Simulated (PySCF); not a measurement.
A side-by-side comparison of computed properties.

First species: CH₁₀FNSi₃.
Z-matrix (Å and degrees, GFN2-xTB geometry), rows numbered from 1:
```
F 
Si  1  1.6161
C   2  1.8853  1  108.80
Si  3  1.8974  2  113.40  1   -53.16
N   2  1.7209  1  107.46  3   119.11
Si  5  1.7355  2  127.79  1    48.72
H   2  1.4556  1  102.93  3  -122.73
H   3  1.0891  2  109.25  1  -175.22
H   3  1.0904  2  109.61  1    68.69
H   4  1.4651  3  109.37  2   -59.33
H   4  1.4679  3  108.55  2  -178.24
H   4  1.4607  3  110.39  2    62.02
H   5  1.0053  2  116.15  1  -128.26
H   6  1.4633  5  108.12  2    52.43
H   6  1.4633  5  110.66  2   -68.48
H   6  1.4644  5  104.61  2   171.84
```

Second species: C3H4F2O.
InChI=1S/C3H4F2O/c4-1-2-6-3-5/h1-2H,3H2/b2-1+

Levels: CAM-B3LYP/def2-SVPD for dipole moment, HOMO energy, LUMO energy, HOMO–LUMO gap, static isotropic polarisability and electronic spatial extent ⟨r²⟩ about the centre of nuclear charge; TDDFT CAM-B3LYP/def2-SVPD for lowest singlet excitation; TDA CAM-B3LYP/def2-SVPD for lowest triplet excitation (Tamm–Dancoff); GFN2-xTB for rotational constant A and rotational constant C. Geometries: GFN2-xTB. Each species is one conformer at its optimised geometry, gas phase, non-relativistic unless stated. Electronic properties by PySCF.

Dipoles, sizes and rotational constants follow the conformer. The torsions of the flexible species, by atom-mapped SMILES:
- `[F:1][Si@@H:2]([CH2:3][SiH3:4])[NH:5][SiH3:6]`: F1–Si2–C3–Si4 -53°, F1–Si2–N5–Si6 49°
- `[F:1]/[CH:2]=[CH:3]/[O:4][CH2:5][F:6]`: C2–C3–O4–C5 0°, C3–O4–C5–F6 180°

```json
{"property": "dipole moment", "column X": "2.47 D", "column Y": "1.38 D"}
{"property": "HOMO energy", "column X": "-9.12 eV", "column Y": "-8.59 eV"}
{"property": "LUMO energy", "column X": "0.86 eV", "column Y": "1.15 eV"}
{"property": "HOMO–LUMO gap", "column X": "9.98 eV", "column Y": "9.74 eV"}
{"property": "lowest singlet excitation", "column X": "6.59 eV", "column Y": "6.63 eV"}
{"property": "lowest triplet excitation (Tamm–Dancoff)", "column X": "6.27 eV", "column Y": "4.33 eV"}
{"property": "static isotropic polarisability", "column X": "97.1 au", "column Y": "44.0 au"}
{"property": "electronic spatial extent ⟨r²⟩ about the centre of nuclear charge", "column X": "1697 bohr²", "column Y": "756 bohr²"}
{"property": "rotational constant A", "column X": "5.485 GHz", "column Y": "17.223 GHz"}
{"property": "rotational constant C", "column X": "0.672 GHz", "column Y": "1.340 GHz"}
```

(1) Which column belongs to which species?

(2) How does each property change from the first species to the second?

Answers

(1) Column X is the first species and column Y the second. The first has 16 atoms and 74 electrons, the second 10 and 48.

(2) dipole moment -1.09 D; HOMO energy +0.53 eV; LUMO energy +0.29 eV; HOMO–LUMO gap -0.24 eV; lowest singlet excitation +0.04 eV; lowest triplet excitation (Tamm–Dancoff) -1.94 eV; static isotropic polarisability -53.1 au; electronic spatial extent ⟨r²⟩ about the centre of nuclear charge -941 bohr²; rotational constant A +11.738 GHz; rotational constant C +0.668 GHz.

On the first: The dipole equals about 8.2 × 10⁻³⁰ C·m (1 D = 3.33564 × 10⁻³⁰ C·m).

On the second: The vertical singlet–triplet gap S1 − T1 is 2.30 eV (TDDFT singlet less Tamm–Dancoff triplet; S1: HOMO→LUMO, weight 0.53, beside HOMO→LUMO+2, weight 0.35; T1: HOMO→LUMO+1, weight 0.94). S1 lies 3.11 eV below the HOMO–LUMO gap; its leading configuration is HOMO→LUMO, weight 0.53, beside HOMO→LUMO+2, weight 0.35.
